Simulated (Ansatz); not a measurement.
`NB1CC1=O`. Charge 0, multiplicity 1.

```xyz
9

N    -1.193   -0.867    0.864
B    -0.159   -0.178    0.282
C     0.388    0.484   -1.027
C     1.187    0.565    0.257
O     2.169    1.102    0.684
H    -2.035   -1.113    0.368
H    -1.175   -1.171    1.823
H     0.013    1.396   -1.493
H     0.804   -0.217   -1.757
```

(1) Give the diagnostics of a CCSD(T)/def2-TZVPP run (frozen core, Ansatz 0.2.0). (Estimate.)

## Answers

(1) The calculation gave: T1 = 0.0159, largest single amplitude 0.037, largest double 0.056, (T) share of the correlation energy 4.4 %, 13 CCSD cycles. The RHF solution is stable towards an unrestricted one. T1 lies under the customary mark of 0.02 for closed shells.
